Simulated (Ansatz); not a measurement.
**Energy profile**

The step: BH₂ClO₂ ([OH][B]([OH])[Cl]) + HBr → BH₂BrO₂ ([OH][B]([OH])[Br]) + HCl; bonds formed: B1–Br6, Cl2–H5; bonds broken: B1–Cl2, H5–Br6 (atoms numbered as in the saddle structure below).

```xyz
8
angstrom
B -0.0710 -0.4822 0.0998
Cl 0.6263 0.6164 -1.6020
O 0.9293 -1.1731 0.6662
O -1.2788 -1.0147 -0.1372
H 0.2789 1.5532 -0.4601
Br -0.3045 1.6110 1.1576
H 1.7421 -0.6856 0.8083
H -1.9222 -0.4248 -0.5326
```

Electronic energies by CCSD(T) at an estimated basis limit (MP2 extrapolated from triple and quadruple zeta, plus CCSD(T) − MP2 in triple zeta), on PBE0-D4/def2-TZVP structures; BH₃BrClO₂, singlet; no counterpoise correction. Program: Ansatz 0.2.0. Basis: def2-TZVPP and def2-QZVPP. Cores are frozen in the correlated methods. Filled d shells of the heavier atoms are correlated. The def2 sets are not built for correlating such inner shells, so the correlated values are less sure here. Extrapolation: Hartree–Fock as exp(−7.88 √X), correlation as X^−2.97.

(1) Give the profile in kJ/mol, counted from the separated reactants. (An estimate is asked for; the value comes from the calculation.)

The T1 diagnostic stays at or below 0.012.

Results:

(1) Computed:
```csv
point,kJ/mol
"separated: BH₂ClO₂ (linked as [OH][B]([OH])[Cl]; B1, Cl2, O3, O4, H7, H8; singlet) + HBr (H5, Br6; singlet)",0.0
start structure,-7.8
saddle,123.2
end structure,-2.3
"separated: BH₂BrO₂ (linked as [OH][B]([OH])[Br]; B1, O3, O4, Br6, H7, H8; singlet) + HCl (Cl2, H5; singlet)",6.4
```

For scale, one of the runs: CCSD(T)/def2-TZVPP, 225 basis functions, launched by `ansatz run in.yaml --threads 8 --pin off --events-out ev --progress --plain --max-ram 19148MiB`. Hardware: 8 CPU threads of an Intel Xeon 6975P-C, shared host. Wall time 20 s; peak host memory 4.2 GiB.
